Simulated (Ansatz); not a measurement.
# Molecular dynamics of H$_{2}$

Input:

```yaml
crystal:
  periodic: [false, false, false]
  atoms:
    - { symbol: H, position_ang: [0.325564, -0.101122, 0.168733] }
    - { symbol: H, position_ang: [-0.325564, 0.101122, -0.168733] }
magnetization:
  spin_polarized: true
basis:
  gaussian: { orbitals: def2-SVP }
hamiltonian:
  xc: pbe0
  dispersion: d4
md:
  timestep: 1.0
  n_steps: 266
  ensemble: nvt_langevin
  temperature: 3000.0
  initial_velocities: maxwell_boltzmann
  seed: 195167
  friction: 0.01
```

Run as:

```bash
$ ansatz run input.yaml --threads 1 --pin off --max-ram 2048MiB --backend cpu --events-out ev --progress --plain --runs-dir out
```

It starts from a relaxed structure.

Output, in part (step lines, the closing report, with atoms numbered from 0):

```
md step     0: t =     0.00 fs  T =  1500.0 K  F+E_penalty+E_count = -31.66911338 eV  E_kin = 0.387780 eV  (17 SCF iters)
[... lines left out ...]
Total energy: -31.45286220 eV, -1.1558713665 hartree
Atom 0 at     3.709907     1.499756     0.306310 Å, force     0.697595     1.338068    -2.673663 eV/Å
Atom 1 at     3.911148     1.885760    -0.464983 Å, force    -0.697595    -1.338068     2.673663 eV/Å
Dipole moment:     0.000000     0.000000    -0.000000 e Å
```

The steps, from the saved trajectory:

```csv
time (fs),T (K),potential energy less start (eV)
0.0,1500,0.000
8.0,2697,0.014
16.0,4212,0.014
24.0,2453,0.023
32.0,2272,0.009
40.0,3491,0.058
48.0,2427,0.113
56.0,2230,0.025
64.0,1921,0.104
72.0,2956,0.098
80.0,2899,0.054
88.0,1491,0.216
96.0,2275,0.308
104.0,2785,0.382
112.0,2060,0.330
120.0,3535,0.058
128.0,1908,0.080
136.0,1699,0.013
144.0,1854,0.037
152.0,1643,0.010
160.0,2538,0.037
168.0,2608,0.189
176.0,3819,0.195
184.0,4948,0.134
192.0,6360,0.003
200.0,4054,0.202
208.0,1872,0.559
216.0,2707,0.364
224.0,3021,0.205
232.0,2741,0.119
240.0,2456,0.008
248.0,2883,0.000
256.0,1906,0.064
264.0,1824,0.132
```

The run went to its last step. Fragments with unpaired electrons part while the orbitals are held closed-shell, so from then on the energies and the motion are artefacts of the method.

The same pairs are bonded in the first frame and the last. Pairs count as bonded within 1.25 times the sum of covalent radii (0.12 Å more for H–H).

Last frame:

```xyz
2
Properties=species:S:1:pos:R:3
H 3.710 1.500 0.306
H 3.911 1.886 -0.465
```

Time of the run: 120 s on 1 thread of AMD EPYC (Zen 3) (shared host), peak memory 0.079 GiB.
